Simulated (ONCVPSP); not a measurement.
## Tb, ONCV: configuration errors across variants

```json
{
 "Element": "terbium",
 "Generator": "ONCVPSP 4.0.1",
 "Type": "optimised norm-conserving Vanderbilt (ONCV)",
 "Functional": "LDA (Perdew-Wang 92)",
 "Relativity": "scalar-relativistic",
 "Frozen core": "[Kr] 4d10 4f8",
 "Valence charge": "11",
 "Reference configuration": "5s2 5p6 5d1 6s1.75 6p0.25",
 "Partial waves": "5s+6s: rc 2.30 bohr, ncon 3, nbas 7, qcut 6.2 1/bohr, 2 projectors; 5p+6p: rc 2.30 bohr, ncon 5, nbas 9, qcut 4.8 1/bohr, 2 projectors; 5d: rc 2.90 bohr, ncon 4, nbas 9, qcut 6.3 1/bohr, 1 projector",
 "Local potential": "polynomial inside 1.45 bohr (lpopt 1, dvloc0 -1 Ha)",
 "Core correction": "polynomial model core, fcfact 0.65"
}
```

All-electron excitation energies from the reference (eV): (1) 5s2 5p6 5d1 6s2 6p0 -0.741; (2) 5s2 5p6 5d1 6s1 6p0 6.207; (3) 5s2 5p6 5d1 6s0 6p0 18.744; (4) 5s2 5p6 5d1 6s0 6p2 5.511.

1 further variants failed, have other tests or too few solved ones, and are left out.

Errors AE − PS in meV (a dash: test not solved or not reliable):

| change | (1) | (2) | (3) | (4) | bound ghosts | GHOST(+) flags above zero |
| --- | --- | --- | --- | --- | --- | --- |
| base | +0.1 | -3.6 | -24 | -5.1 | none | s |
| all radii but the core radius scaled by about 0.80 (s 1.84, p 1.84, d 2.32 bohr); local potential polynomial inside 1.16 bohr (lpopt 1, dvloc0 -1 Ha) | +0.1 | -3.4 | -23 | -4.2 | none | s, p |
| all radii but the core radius scaled by about 0.85 (s 1.96, p 1.96, d 2.48 bohr); local potential polynomial inside 1.24 bohr (lpopt 1, dvloc0 -1 Ha) | +0.1 | -3.5 | -23 | -4.4 | none | s |
| all radii but the core radius scaled by about 0.90 (s 2.06, p 2.06, d 2.60 bohr); local potential polynomial inside 1.30 bohr (lpopt 1, dvloc0 -1 Ha) | +0.1 | -3.5 | -23 | -4.5 | none | s |
| all radii but the core radius scaled by about 1.06 (s 2.44, p 2.44, d 3.08 bohr); local potential polynomial inside 1.54 bohr (lpopt 1, dvloc0 -1 Ha) | +0.1 | -3.7 | -25 | -5.4 | none | s |
| all radii but the core radius scaled by about 1.19 (s 2.74, p 2.74, d 3.44 bohr); local potential polynomial inside 1.72 bohr (lpopt 1, dvloc0 -1 Ha) | +0.1 | -4.0 | -27 | -6.5 | none | none |
| all radii but the core radius scaled by about 1.24 (s 2.86, p 2.86, d 3.60 bohr); local potential polynomial inside 1.80 bohr (lpopt 1, dvloc0 -1 Ha) | +0.1 | -4.3 | -30 | -7.3 | none | none |

(1) Give the same row for: all radii but the core radius scaled by about 1.12 (s 2.58, p 2.58, d 3.26 bohr); local potential polynomial inside 1.62 bohr (lpopt 1, dvloc0 -1 Ha).

Results:

(1) +0.1, -3.8, -26, -5.8; bound ghosts: none; GHOST(+) flags above zero: none.
